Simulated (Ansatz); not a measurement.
Se(CCH)2 (C₄H₂Se), relaxed as a singlet with RKS PBE0-D4/def2-SVP in Ansatz, starting from the GFN2-xTB geometry. Force threshold 0.02 eV/Å.

Start:

```tsv
atom	x (Å)	y (Å)	z (Å)
Se1	-1.519	-0.689	-0.126
C2	-0.530	-0.166	1.321
C3	0.069	0.163	2.311
H4	0.613	0.455	3.162
C5	-0.288	-0.206	-1.390
C6	0.483	0.088	-2.265
H7	1.171	0.356	-3.012
```

| step | energy (eV) | largest force component (eV/Å) | SCF passes |
| --- | --- | --- | --- |
| 1 | -69501.4239 | 0.818 | 26 |
| 2 | -69501.4682 | 0.210 | 33 |
| 3 | -69501.4703 | 0.034 | 33 |
| 4 | -69501.4712 | 0.011 | 33 |

Force components are those of the run's own axes.

End:

```xyz
7

Se   -1.4676   -0.6664   -0.1219
C    -0.5143   -0.1547    1.3532
C     0.0547    0.1591    2.3785
H     0.5655    0.4397    3.2818
C    -0.2641   -0.1988   -1.4179
C     0.4803    0.0839   -2.3341
H     1.1455    0.3372   -3.1397
```

By distances, no bond broke or formed. The bond that changes most is C3–H4, from 1.05 to 1.08 Å (atoms count from 1).

No frequencies were taken in this run, so the end may be a saddle point.

It took 7.5 s on 4 threads of Arm Neoverse V1 on a shared host.
